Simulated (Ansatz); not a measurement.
A geometry relaxed with Ansatz (a program for electronic structure) with PBE-D3(BJ)/def2-TZVP, charge 0, multiplicity 1:

```xyz
5

H     -1.1079    -1.0761    -0.7478
H      0.7721    -0.7937     1.3110
H     -0.8436     1.3766     0.5815
Sn     0.0000     0.0000     0.0000
H      1.1795     0.4933    -1.1447
```

### Question
Write the SMILES of this molecule.

### Answer
`[SnH4]`
